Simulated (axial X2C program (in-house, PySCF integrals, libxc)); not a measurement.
Results of a calculation; reference values are marked as such.
# ZnSi: input and output

Program: an in-house relativistic program for diatomic molecules.

The run was started with this input:
```json
{"zs": [30, 14], "q": 0, "bas": ["dyall-v3z", "dyall-v3z"], "levels": ["PBE0", "HF", "TPSSh", "BHandHLYP"], "cc": false, "r0": 2.34, "npts": 10, "nst": 2, "ntry": 6}
```
```bash
python so2c.py task.json out
```

Keys: zs atomic numbers; q charge; bas basis sets; levels methods; cc coupled cluster on or off; r0 starting distance in Å; npts points on the curve; nst determinants followed; ntry starts of the search. HF also brings MP2.

Output of the PBE0 step, two-component, at R = 2.385 Å for the state Ω = 1. It starts from the PBE0 orbitals of the search at 2.340 Å.

```
two-component X2C + atomic mean field  PBE0
basis functions 154  fitting functions 888  grid points 5083
iter        total energy     max residual
   1      -2084.608774559     1.87e+00
   2      -2085.040888389     8.67e-03
   3      -2085.040115340     1.58e-02
   4      -2085.041602524     1.56e-03
   5      -2085.041614103     9.06e-04
   6      -2085.041625393     3.11e-04
   7      -2085.041627683     6.51e-05
   8      -2085.041627759     1.87e-05
   9      -2085.041627778     8.68e-06
  10      -2085.041627787     4.75e-06
  11      -2085.041627792     1.88e-06
  12      -2085.041627793     3.23e-07
converged
one-electron -3089.52659336  Coulomb 1004.50129635  exact exchange -22.68157186  xc functional -69.91265755  nuclear repulsion 93.18843966  atomic mean-field constant -0.61054103
```
Energies are in hartree; totals compare only within one Hamiltonian and basis.
